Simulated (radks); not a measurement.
Species: Hf. Configuration: [Xe] 4f14 5d2 6s2. All-electron calculation, scalar-relativistic Kohn-Sham, LDA (Slater exchange, VWN5 correlation), spin-unpolarised, spherical densities, finite nucleus; Fermi nuclear charge, rms radius 5.347 fm; hard spherical wall at 6 bohr. Program: a radial shooting solver on a logarithmic mesh with Libxc functionals. Some entries of the table are withheld. Estimate them.

| orbital | occ. | eigenvalue (hartree) | <r^2> (bohr^2) | r(max) (bohr) |
|---|---|---|---|---|
| 1s | 2 | -2396.317 | 0.0004958 | 0.01191 |
| 2s | 2 | -409.8210 | 0.007651 | 0.06812 |
| 2p | 6 | -360.0815 | 0.006288 | 0.05568 |
| 3s | 2 | -93.30081 | 0.04987 | 0.1923 |
| 3p | 6 | -78.43464 | 0.05047 | 0.1899 |
| 3d | 10 | -60.77709 | 0.04190 | 0.1546 |
| 4s | 2 | -18.71036 | 0.2479 | 0.4375 |
| 4p | 6 | -13.82864 | 0.2822 | (1) |
| 4d | 10 | -7.51167 | 0.3327 | 0.4709 |
| 5s | 2 | -2.39244 | 1.452 | 1.015 |
| 5p | 6 | -1.23955 | 2.067 | 1.159 |
| 4f | 14 | -0.55037 | 0.5977 | (2) |
| 6s | 2 | (3) | 10.28 | 2.840 |
| 5d | 2 | -0.03988 | 6.238 | 1.715 |
| 6p | 0 | 0.06793 | 12.92 | 3.458 |
| 5f | 0 | (4) | 15.08 | 3.935 |
| 7s | 0 | 0.50010 | 15.01 | 4.574 |

Answer. 
(1) 4p r(max) (bohr): 0.4583
(2) 4f r(max) (bohr): 0.4537
(3) 6s eigenvalue (hartree): -0.12675
(4) 5f eigenvalue (hartree): 0.44087
